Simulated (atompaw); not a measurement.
# Before and after: PAW (atompaw) potential for Sn (Z = 50)

atompaw 4.2.0.5 input, output lines left out:

```
Sn 50
GGA-PBE scalarrelativistic loggrid 1500 logderivrange -4 5 226
5 5 4 0 0 0
5 1 2
0 0 0
c
c
c
c
v
c
c
c
v
c
v
2
2.90 2.55 2.80 1.60
y
-0.4
n
y
0.3
n
y
-1.25
n
custom rrkj vanderbiltortho besselshape
bessel
2.90
2.90
2.90
2.90
0.90
0.90
```

Change: all radii scaled by about 0.93 (s 2.70, p 2.70, d 0.84 bohr); local potential bessel scheme, radius 2.60 bohr; augmentation besselshape compensation charge, radius 2.38 bohr; PAW radius 2.70 bohr; waves and projectors: custom rrkj vanderbiltortho; core correction smooth core density matched at 1.50 bohr.

Cutoffs: the cutoffs (Ry, on a coarse ladder) from which the occupation-weighted sum of valence levels, in a spherical-Bessel basis at the reference potential, stays within 10 and 1 mRy of its value at 400 Ry; they do not see the model core or the augmentation charge, which bear on the density cutoff.

Q: What does the change do?

A: The potential gets harder (140 Ry and 260 Ry → 160 Ry and 300 Ry); neither file shows a bound ghost. A smaller radius makes the pseudo-wave follow the all-electron one further in, where it bends more sharply, so more plane waves are needed.

| quantity | base | changed |
| --- | --- | --- |
| cutoff, loose | 140 Ry | 160 Ry |
| cutoff, tight | 260 Ry | 300 Ry |
| loose cutoff by channel (10 mRy a level) | s 6 Ry, p 6 Ry, d 100 Ry | s 6 Ry, p 6 Ry, d 110 Ry |
| bound ghosts | none | none |
| lowest overlap eigenvalue by channel | s 0.40, p 0.67, d 0.96 | s 0.38, p 0.64, d 0.97 |

 The cutoffs see the waves, projectors and local potential, not the compensation charge or the core.
